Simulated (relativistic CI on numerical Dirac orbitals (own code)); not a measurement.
## Hyperfine structure of Cd¹⁶⁺, mass number 113

Calculated at this level of theory: Dirac-Coulomb-Breit CI, orbitals from a KLI potential per configuration, model QED (radiative potential, 1s self-energy scaled to tabulated hydrogen-like ionisation energies), unscaled Slater integrals (own radial code, finite nucleus).

CI space (outside the closed core [Ar] 3d10): 4s²4p², 4s4p³, 4p⁴, 4s²4p4d, 4s4p²4d, 4s²4p4f, 4s4p²4f, 4p³4d, 4s4p4d², 4s²4d4f, 4s²4p5s, 4p³4f, 4s²4d², 4s4d³, 4s4d²4f, 4p²4d², 4p4d³, 4p4d²4f, 4p4d²5s, 4s²4f², 4s4d4f², 4s4f³, 4p²4f², 4p4d4f², 4p4f³, 4p4f²5s. Double excitations out of closed p, d and f shells are left out; levels of such configurations are missing from the list, as are those of other unlisted configurations, and high levels can miss mixing partners.

Nuclear spin I = 1/2, μ = -0.6213 μN (tables of Stone and Pyykkö). The electronic factors are computed for point nuclear moments, without core polarisation or the Bohr-Weisskopf and QED corrections.

```json
{"Level": "4s²4p² ³P1", "E (cm⁻¹)": "49402", "A (MHz)": "2522"}
{"Level": "4s²4p² ³P2", "E (cm⁻¹)": "64897", "A (MHz)": "-22470"}
{"Level": "4s²4p² ¹D2", "E (cm⁻¹)": "127310", "A (MHz)": "-12140"}
{"Level": "4s4p³ ⁵S°2", "E (cm⁻¹)": "328367", "A (MHz)": "-56890"}
{"Level": "4s4p³ ³D°1", "E (cm⁻¹)": "394609", "A (MHz)": "30780"}
{"Level": "4s4p³ ³D°2", "E (cm⁻¹)": "402827", "A (MHz)": "-40030"}
{"Level": "4s4p³ ³D°3", "E (cm⁻¹)": "421796", "A (MHz)": "-51680"}
{"Level": "4s4p³ ³P°1", "E (cm⁻¹)": "465896", "A (MHz)": "-59900"}
```

Levels with J = 0, under 50 % of one LS term, or S terms without an open s electron are left out. Small factors come from cancelling terms and can be off by tens of per cent or more.

At this charge energies of transitions that change n are usually good to better than 1 %, and those within a shell (Δn = 0) to a few per cent.

Problem. Give the hyperfine levels of 4s²4p² ³P2 relative to its centre of gravity.

Solution. With K = F(F + 1) − I(I + 1) − J(J + 1), E = AK/2: F = 3/2: 33710, F = 5/2: -22470 MHz.

LS names give the leading component of a level, which can be under half, so a name can repeat, a term be missing and a line seem to break the LS rules.
